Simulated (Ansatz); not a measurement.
Start from `C=C[CH2][In]([F])[F]` and change one element to get `C=C[CH2][Ga]([F])[F]`.

Ansatz, PBE0-D4/def2-TZVP geometries, multiplicity 1. Each molecule was computed in one conformer, which needn't be the lowest.

Elements past krypton have def2 core potentials. Scalar relativity is left out up to krypton.

```tsv
property	`C=C[CH2][In]([F])[F]`
HOMO energy (B3LYP/def2-TZVPP) / eV	-8.16
HOMO energy (PBE0/def2-TZVPP) / eV	-8.38
HOMO–LUMO gap (ωB97M-V/def2-TZVPP) / eV	10.79
HOMO–LUMO gap (PBE/def2-TZVPP) / eV	4.72
LUMO energy (PBE0/def2-TZVPP) / eV	-1.59
HOMO energy (PBE/def2-TZVPP) / eV	-7.22
```

Q: What does the change do to each property? (Best estimate.)

A: Computed: 
| property | `C=C[CH2][Ga]([F])[F]` | shift |
| --- | --- | --- |
| HOMO energy (B3LYP/def2-TZVPP) / eV | -7.78 | 0.38 |
| HOMO energy (PBE0/def2-TZVPP) / eV | -8.00 | 0.38 |
| HOMO–LUMO gap (ωB97M-V/def2-TZVPP) / eV | 11.12 | 0.33 |
| HOMO–LUMO gap (PBE/def2-TZVPP) / eV | 5.18 | 0.46 |
| LUMO energy (PBE0/def2-TZVPP) / eV | -0.83 | 0.76 |
| HOMO energy (PBE/def2-TZVPP) / eV | -6.86 | 0.36 |

With PBE0 the HOMO rises by 0.38 eV and the LUMO rises by 0.76 eV, so the gap widens by about 0.38 eV. PBE moves the HOMO by 0.36 eV and ωB97M-V by 0.37 eV.

Positive LUMOs are unbound, so they and the gaps depend on the basis.

B3LYP here is the variant with VWN-RPA as its local correlation; programs differ in this.
